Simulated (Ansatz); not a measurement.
`O[SiH2][O][SnH3]`. Total charge 0; spin multiplicity 1. Sn takes the def2 core potential.

Cartesian coordinates in Å:
```
O 0.8358 1.8840 -0.4832
Si 1.3653 0.3279 -0.3589
O 0.3660 -0.6088 0.5094
Sn -1.5637 -0.9774 0.3870
H 0.9103 2.4376 0.2952
H 2.6912 0.2869 0.3106
H 1.4439 -0.1314 -1.7676
H -2.3408 0.2464 1.2807
H -1.7310 -2.5151 1.0928
H -1.9769 -0.9500 -1.2659
```

**Question.** What are the harmonic wavenumbers in cm⁻¹ at PBE0-D4/def2-TZVP (Ansatz, finite differences of forces, unscaled)? (Best estimate.)

**Answer.** Ansatz gave: 34, 51, 94, 260, 348, 459, 510, 523, 646, 698, 702, 705, 770, 845, 897, 941, 972, 1017, 1961, 1966, 1979, 2220, 2233, 3923.

**Question.** Is this a minimum?

**Answer.** Yes, all 24 modes are real.

**Question.** Give the ideal-gas thermochemistry at 298.15 K and 1 bar (rigid rotor, harmonic oscillator; point group C1, symmetry number 1).

**Answer.** Zero-point energy 148.0 kJ/mol; H(298) − E = 170.5 kJ/mol; entropy 377.5 J/(mol·K), of which translation 174.0, rotation 115.8, vibration 87.8; G(298) − E = 57.9 kJ/mol. Modes under 100 cm⁻¹ are hindered rotations or soft bends, so the harmonic entropy is rough.

**Question.** And at 400, 500, 600, 800 and 1000 K?

**Answer.** 
```tsv
T (K)	H − E (kJ/mol)	S (J/mol/K)	G − E (kJ/mol)
400	183.3	414.4	17.6
500	197.8	446.6	-25.5
600	213.6	475.4	-71.6
800	248.4	525.4	-171.9
1000	286.1	567.4	-281.2
```
